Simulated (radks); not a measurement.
All-electron atom: Lu I in [Xe] 4f13 5d1 6s2 6p1 (not the ground configuration). Calculated with a radial shooting solver on a logarithmic mesh with Libxc functionals: scalar-relativistic Kohn-Sham, r2SCAN, spin-unpolarised, spherical densities, finite nucleus; meta-GGA in the generalised Kohn-Sham scheme; Fermi nuclear charge, rms radius 5.37 fm.

Normalised radial functions P(r) = r R(r), r in bohr:

r              4d       6s
0.002129   0.0001   0.0303
0.002932   0.0003   0.0372
0.004005   0.0006   0.0443
0.005515   0.0015   0.0508
0.007535   0.0035   0.0546
0.01038    0.0083   0.0529
0.01418    0.0186   0.0421
0.01952    0.0416   0.0183
0.02688    0.0893  -0.0188
0.03673    0.1778  -0.0596
0.05058    0.3325  -0.0854
0.0691     0.5489  -0.0667
0.09516    0.7813   0.0102
0.13       0.8641   0.1010
0.179      0.5762   0.1113
0.2446    -0.1520  -0.0141
0.3368    -1.0508  -0.1651
0.4601    -1.5045  -0.1255
0.6337    -1.2659   0.1184
0.8657    -0.6934   0.2893
1.192     -0.2374   0.1580
1.629     -0.0498  -0.2005
2.243     -0.0050  -0.5301
3.064     -0.0002  -0.6158
4.22      0.0000  -0.4534
5.765     0.0000  -0.2192
7.939     0.0000  -0.0603
10.85     0.0000  -0.0088
14.94      0.0000  -0.0005

4d: eigenvalue -207.22 eV, 1 radial node at r = 0.232 bohr, <r> = 0.546 bohr, 90 % of the charge inside 0.819 bohr. 6s: eigenvalue -6.593 eV, 5 radial nodes at r = 0.0231, 0.0920, 0.238, 0.551, 1.38 bohr, <r> = 3.38 bohr, 90 % of the charge inside 4.98 bohr.
